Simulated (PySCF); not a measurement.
Species: C₄H₅BF₃NO.
Cartesian coordinates in Å at the PBE0-D3(BJ)/def2-SVP level; atoms count from 1:
```
atom  x, y, z in Å
B1     3.3732    0.5694    0.3008
N2     1.9436    0.0359    0.3062
C3     0.8689   -0.3736    0.3194
C4    -0.4816   -0.8914    0.3354
C5    -1.4455   -0.0534   -0.4935
O6    -1.1580    0.9380   -1.0879
C7    -2.8898   -0.6007   -0.4932
F8    -3.6779    0.1309   -1.2430
F9    -3.3520   -0.6115    0.7590
F10   -2.8907   -1.8571   -0.9421
H11    3.6825    0.6913    1.4782
H12    3.3256    1.6363   -0.2939
H13    4.0382   -0.2749   -0.2836
H14   -0.4964   -1.9303   -0.0373
H15   -0.8578   -0.9347    1.3728
```

The closed-shell ground state was solved at several levels (PySCF, density fitting, gas phase, non-relativistic).

```csv
level,basis functions,HOMO (eV),LUMO (eV),gap (eV),dipole (D)
PBE0/pcSseg-1,195,-7.93,-2.73,5.20,6.60
PBE0/def2-SVPD,252,-7.92,-2.84,5.08,6.50
```

Task: What might B3LYP/pcJ-1 (320 basis functions) give for the same quantities?

Result: HOMO -7.76 eV, LUMO -2.98 eV, gap 4.78 eV, dipole 6.62 D.

Task: Over all these levels, which gives the widest orbital gap and which the narrowest?

Result: PBE0/pcSseg-1 (global hybrid, 25 % exact exchange) has the widest, 5.20 eV, and B3LYP/pcJ-1 (global hybrid, 20 % exact exchange) the narrowest, 4.78 eV. Functional and basis both differ between the two, so the spread mixes both effects.

Task: How far do the dipole and the HOMO energy spread over the levels?

Result: The dipole runs from 6.50 to 6.62 D (mean 6.57 D) and the HOMO from -7.93 to -7.76 eV.

One conformer stands for the species.
